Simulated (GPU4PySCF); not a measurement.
A structure optimised at PBE-D3(BJ)/def2-TZVP, used in a GPU4PySCF frequency run:

```
Si
O 1 1.6486
C 2 1.4351 1 122.48
H 3 1.1033 2 109.11 1 71.50
H 3 1.1050 4 107.38 2 119.12
C 3 1.5164 4 110.73 5 120.74
H 6 1.0989 3 110.53 4 61.00
H 6 1.0992 7 108.25 3 -121.45
H 6 1.1000 7 108.45 8 -117.46
O 1 1.6493 2 107.84 3 -55.24
C 10 1.4319 1 124.41 2 165.31
H 11 1.1033 10 109.74 1 -46.12
H 11 1.1058 12 107.64 10 -119.08
C 11 1.5168 12 110.66 13 -120.40
H 14 1.0990 11 110.64 12 -179.93
H 14 1.0990 15 108.31 11 -121.27
H 14 1.1000 15 108.49 16 -117.54
O 1 1.6609 2 111.91 3 59.78
C 18 1.4306 1 122.91 2 62.47
H 19 1.1055 18 110.06 1 -47.15
H 19 1.1056 20 107.33 18 -119.33
C 19 1.5170 20 110.30 21 -120.04
H 22 1.0990 19 110.52 20 179.57
H 22 1.0990 23 108.25 19 -121.24
H 22 1.0999 23 108.47 24 -117.54
C 1 1.8603 2 106.42 3 -177.64
H 26 1.0987 1 110.50 2 58.13
H 26 1.0995 27 107.93 1 121.83
H 26 1.0997 27 108.29 28 116.70
```

### Question
Write its SMILES and formula.

### Answer
CCO[Si](C)(OCC)OCC, C₇H₁₈O₃Si

### Question
What are its rotational constants (standard atomic weights)?

### Answer
0.82168, 0.67248, 0.50478 GHz
